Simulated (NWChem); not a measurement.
All runs are NWChem calculations. System: CF2I, charge 0, spin multiplicity 2, at a geometry optimised with UPBE0/def2-SVP with def2 effective core potentials on I. The structure started from a generated list of species. Its SCF solution wasn't tested for a lower state. Level: Ur2SCAN/def2-TZVP with def2 effective core potentials on I.

Job file:

```
start mol
memory heap 200 mb stack 900 mb global 1100 mb
geometry units angstroms nocenter noautoz
  F      1.925053    -0.076688    -1.073206
  C      1.304813     0.340704     0.000000
  F      1.925053    -0.076688     1.073206
  I     -0.801506    -0.012525     0.000000
  symmetry group Cs
end
basis spherical
  * library def2-tzvp
end
ecp
  I library def2-ecp
end
dft
  xc r2scan
  odft
  mult 2
  semidirect memsize 60000000 filesize 0
  iterations 100
  grid fine
end
task dft energy
```

NWChem printed:

```
             Northwest Computational Chemistry Package (NWChem) 7.3.0
             --------------------------------------------------------

                                NWChem Input Module
                                -------------------

 Scaling coordinates for geometry "geometry" by  1.889725989
 (inverse scale =  0.529177249)

 Turning off AUTOSYM since
 SYMMETRY directive was detected!

                             Geometry "geometry" -> ""
                             -------------------------

 Output coordinates in angstroms (scale by  1.889725989 to convert to a.u.)

  No.       Tag          Charge          X              Y              Z
 ---- ---------------- ---------- -------------- -------------- --------------
    1 F                    9.0000     1.92505300    -0.07668800    -1.07320600
    2 C                    6.0000     1.30481300     0.34070400     0.00000000
    3 F                    9.0000     1.92505300    -0.07668800     1.07320600
    4 I                   53.0000    -0.80150600    -0.01252500     0.00000000

 Effective nuclear repulsion energy (a.u.)     314.7048833879

            Nuclear Dipole moment (a.u.)
            ----------------------------
        X                 Y               Z
 ---------------- ---------------- ----------------
     0.0000264562     0.0000283459     0.0000000000

      Symmetry information
      --------------------

 Group name             Cs
 Group number              2
 Group order               2
 No. of unique centers     3

      Symmetry unique atoms

     1    2    4


 Summary of "ao basis" -> "" (spherical)
 ------------------------------------------------------------------------------
       Tag                 Description            Shells   Functions and Types
 ---------------- ------------------------------  ------  ---------------------
 *                         def2-tzvp                  on all atoms

                                 NWChem DFT Module
                                 -----------------

 Summary of "ao basis" -> "ao basis" (spherical)
 ------------------------------------------------------------------------------
       Tag                 Description            Shells   Functions and Types
 ---------------- ------------------------------  ------  ---------------------
 F                         def2-tzvp                11       31   5s3p2d1f
 C                         def2-tzvp                11       31   5s3p2d1f
 I                         def2-tzvp                16       50   6s5p3d2f

 Summary of "ao basis" -> "ao basis" (spherical)
 ------------------------------------------------------------------------------
       Tag                 Description            Shells   Functions and Types
 ---------------- ------------------------------  ------  ---------------------
 F                         def2-tzvp                11       31   5s3p2d1f
 C                         def2-tzvp                11       31   5s3p2d1f
 I                         def2-tzvp                16       50   6s5p3d2f

      Symmetry analysis of basis
      --------------------------

        a'         85
        a"         58

            General Information
            -------------------
          SCF calculation type: DFT
          Wavefunction type:  spin polarized.
          No. of atoms     :     4
          No. of electrons :    49
           Alpha electrons :    25
            Beta electrons :    24
          Charge           :     0
          Spin multiplicity:     2
[...]
   112     -0.264180  4 I  px                41      0.241299  2 C  py
   103      0.232836  4 I  px                99     -0.209768  4 I  s
   106     -0.190214  4 I  px               110     -0.186686  4 I  py

 Vector   26  Occ=0.000000D+00  E=-5.387946D-02  Symmetry=a'
              MO Center=  2.9D-01,  1.7D-01,  3.1D-13, r^2= 3.3D+00
   Bfn.  Coefficient  Atom+Function         Bfn.  Coefficient  Atom+Function
  ----- ------------  ---------------      ----- ------------  ---------------
   112      0.409827  4 I  px                35     -0.330335  2 C  s
    41      0.297148  2 C  py                40      0.288226  2 C  px
    37      0.273688  2 C  px                38      0.272256  2 C  py
   109      0.254469  4 I  px                44      0.225629  2 C  py
    99      0.221055  4 I  s                103     -0.215203  4 I  px

 Vector   27  Occ=0.000000D+00  E= 8.841374D-02  Symmetry=a"
              MO Center=  5.0D-01,  2.6D-01,  5.6D-11, r^2= 3.9D+00
   Bfn.  Coefficient  Atom+Function         Bfn.  Coefficient  Atom+Function
  ----- ------------  ---------------      ----- ------------  ---------------
    45      0.986082  2 C  pz                 5      0.598232  1 F  s
    67     -0.598232  3 F  s                 42      0.404102  2 C  pz
   114     -0.342142  4 I  pz               128     -0.313245  4 I  d  1
    39      0.258050  2 C  pz                12     -0.190619  1 F  px
    74      0.190619  3 F  px               118      0.154642  4 I  d  1

   alpha - beta orbital overlaps
   -----------------------------

   alpha      1      2      3      4      5      6      7      8      9     10
    beta      1      2      3      4      5      6      7      8      9     10
 overlap   1.000  1.000  1.000  1.000  0.999  0.999  1.000  0.999  0.997  0.998

   alpha     11     12     13     14     15     16     17     18     19     20
    beta     11     12     13     14     15     16     17     19     18     20
 overlap   0.998  0.998  1.000  1.000  0.996  0.993  0.999  0.934  0.949  0.993

   alpha     21     22     23     24     25     26     27     28     29     30
    beta     21     22     23     24     25     26     27     28     29     34
 overlap   0.993  0.984  0.973  1.000  0.920  0.955  0.997  0.990  0.986  0.785

   alpha     31     32     33     34     35     36     37     38     39     40
    beta     30     31     32     33     35     36     37     38     39     40
 overlap   0.995  0.821  0.933  0.994  0.960  0.972  0.996  0.997  1.000  0.998

   alpha     41     42     43     44     45     46     47     48     49     50
    beta     41     42     43     44     45     46     47     48     49     50
 overlap   0.999  0.999  0.997  1.000  0.996  0.985  0.928  0.928  0.984  0.992

   alpha     51     52     53     54     55     56     57     58     59     60
    beta     51     52     53     54     55     56     57     58     59     60
 overlap   0.998  0.988  0.997  0.998  0.898  0.998  0.900  0.996  0.963  0.965

   alpha     61     62     63     64     65     66     67     68     69     70
    beta     61     62     63     64     68     65     66     67     70     69
 overlap   0.997  0.989  0.998  0.990  0.718  0.915  0.959  0.997  0.778  0.998

   alpha     71     72     73     74     75     76     77     78     79     80
    beta     71     72     73     74     75     76     77     78     79     80
 overlap   0.998  0.999  0.999  1.000  0.997  0.999  0.997  0.986  0.986  0.998

   alpha     81     82     83     84     85     86     87     88     89     90
    beta     81     82     83     84     85     86     87     88     89     90
 overlap   0.998  0.997  0.998  0.995  0.994  0.983  0.957  0.969  0.994  0.995

   alpha     91     92     93     94     95     96     97     98     99    100
    beta     91     92     94     93     95     96     97     98     99    100
 overlap   0.949  0.933  0.913  0.954  0.932  0.944  0.995  0.967  0.959  0.984

   alpha    101    102    103    104    105    106    107    108    109    110
    beta    101    102    103    104    105    106    107    108    109    110
 overlap   0.994  0.985  0.985  0.978  0.992  0.981  0.995  0.998  1.000  1.000

   alpha    111    112    113    114    115    116    117    118    119    120
    beta    111    112    113    114    115    116    117    118    119    120
 overlap   1.000  0.951  0.912  0.998  0.998  0.954  0.996  0.998  0.998  0.997

   alpha    121    122    123    124    125    126    127    128    129    130
    beta    121    122    123    124    125    126    127    129    128    130
 overlap   0.998  0.999  0.998  1.000  1.000  1.000  1.000  1.000  1.000  0.989

   alpha    131    132    133    134    135    136    137    138    139    140
    beta    131    132    133    134    135    136    137    138    139    140
 overlap   0.999  0.989  0.998  0.999  1.000  1.000  1.000  1.000  1.000  1.000

   alpha    141    142    143
    beta    141    142    143
 overlap   1.000  1.000  1.000

     --------------------------
     Expectation value of S2:
     --------------------------
      <S2> =      0.7563 (Exact =     0.7500)

 center of mass
 --------------
 x =  -0.13788939 y =  -0.00443199 z =   0.00000000

 moments of inertia (a.u.)
 ------------------
         162.122616708070          -3.460053319381           0.000000000000
          -3.460053319381        1019.839443764977           0.000000000000
           0.000000000000           0.000000000000         869.396680007858

     Multipole analysis of the density
     ---------------------------------

     L   x y z        total         alpha         beta         nuclear
     -   - - -        -----         -----         ----         -------
     0   0 0 0     -0.000000    -25.000000    -24.000000     49.000000

     1   1 0 0     -0.080196    -22.145503    -20.344268     42.409575
     1   0 1 0      0.015048     -0.783806      0.136099      0.662755
     1   0 0 1      0.000000     -0.000000      0.000000      0.000000

     2   2 0 0    -29.837360   -184.934365   -176.942132    332.039136
     2   1 1 0      0.467285     -1.745960      1.281235      0.932009
     2   1 0 1     -0.000000     -0.000000      0.000000      0.000000
     2   0 2 0    -31.278248    -18.504259    -15.653182      2.879192
     2   0 1 1      0.000000     -0.000000      0.000000      0.000000
     2   0 0 2    -31.968187    -53.598494    -52.404570     74.034877

 Task  times  cpu:        7.9s     wall:        7.9s

 Total times  cpu:        7.9s     wall:        7.9s
```
